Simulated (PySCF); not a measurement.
Bonds (- single, = double, # triple, : aromatic): C1=C2 1.341 Å, C2-B3 1.551 Å, B3-O4 1.348 Å, O4-C5 1.402 Å. C1 carries H6, H7; C2 carries H8; B3 carries H9; C5 carries H10, H11, H12. H6 is cis to B3; H7 is trans to B3.

Geometry: PBE0-D3(BJ)/def2-SVP; GIAO absolute shieldings from PySCF 2.14, gas phase, non-relativistic, averaged over equivalent atoms.

At PBE0/STO-3G (32 basis functions, 2.4 s wall time on 1 thread of an Arm Neoverse V1, shared host):
| atoms | σ (ppm) |
| --- | --- |
| C1 | 112.0 |
| C2 | 117.2 |
| C5 | 178.7 |
| B3 | 88.7 |
| O4 | 236.6 |
| H8 | 26.17 |
| H7 | 26.44 |
| H6 | 26.45 |
| H9 | 28.10 |
| H10/H11/H12 | 29.62 |

Q: Predict the values at PBE0/6-31G* on the same geometry.

A: 
```
      atoms  σ at PBE0/6-31G*  change
         C1              53.0   -59.0
         C2              61.8   -55.4
         C5             135.5   -43.2
         B3              72.5   -16.2
         O4             174.8   -61.8
         H8             25.61   -0.56
         H7             25.52   -0.92
         H6             25.58   -0.87
         H9             26.73   -1.37
H10/H11/H12             28.03   -1.59
```

The largest change is at O4 (oxygen bonded to C, B). Cost: 84 basis functions, 6.3 s wall time on 1 thread of an Arm Neoverse V1, shared host. The order of the carbon signals is the same at both levels.

A carbon bonded to boron is broadened by the quadrupolar boron nucleus and is often missing from a measured spectrum.
